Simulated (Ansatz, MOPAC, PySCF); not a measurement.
Molecule: C₃H₂O, net charge 0, singlet state. SMILES: O=c1cc1
Geometry: optimised at B3LYP-D3(BJ)/def2-TZVP (Ansatz, a first-principles code).

Unscaled harmonic wavenumbers (cm⁻¹) in rising order, each level at the stationary point that it reaches from this structure (no distance between atoms moves by over 0.3 Å); the order of modes can differ between levels, and a negative number is imaginary. B3LYP-D3(BJ)/def2-TZVP (PySCF, at the structure above): 471, 522, 768, 825, 854, 987, 1045, 1156, 1565, 1925, 3187, 3219.

PM3 (MOPAC): 470, 498, 826, 908, 971, 990, 1124, 1225, 1772, 2225, 3249, 3280. Zero-point energy 25.1 against 23.6 kcal/mol; where all levels lie over 400 cm⁻¹, the wavenumbers are on average 1.061 times those of B3LYP-D3(BJ)/def2-TZVP.

B3LYP/6-31G* (Ansatz): 470, 524, 759, 822, 861, 980, 1054, 1160, 1581, 1964, 3208, 3240. Zero-point energy 23.8 against 23.6 kcal/mol; where all levels lie over 400 cm⁻¹, the wavenumbers are on average 1.003 times those of B3LYP-D3(BJ)/def2-TZVP.
